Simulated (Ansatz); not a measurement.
Program: Ansatz. Geometries: PBE0-D4/def2-TZVP. ΔE: electronic, gas phase. CCSD(T)/CBS is the MP2 limit (def2-TZVPP, def2-QZVPP) plus CCSD(T) − MP2 in def2-TZVPP, frozen cores. DFT in def2-TZVPP. Elements past krypton have def2 core potentials. For In outer-core shells are correlated without core-valence functions, which leaves a few kJ/mol of doubt a bond. Each species was taken in one conformer, which may not be the lowest.

Consider the redistribution: `OC[SiH](S)Cl` + `[CH3][InH][CH3]` → `C[SiH](S)Cl` + `[CH3][InH][CH2]O`.

```csv
level,ΔE (eV)
r2SCAN-D4,0.00
PBE0-D4,0.02
```

Question: What does CCSD(T)/CBS give? (Best estimate.)

Answer: Computed: +0.03 eV. The listed levels differ from it by -0.03, -0.01 eV.

Largest T1 diagnostic among the species: 0.012.

From PBE to PBE0 (25 % exact exchange), in def2-TZVPP and without D4, ΔE moves by +0.03 eV.
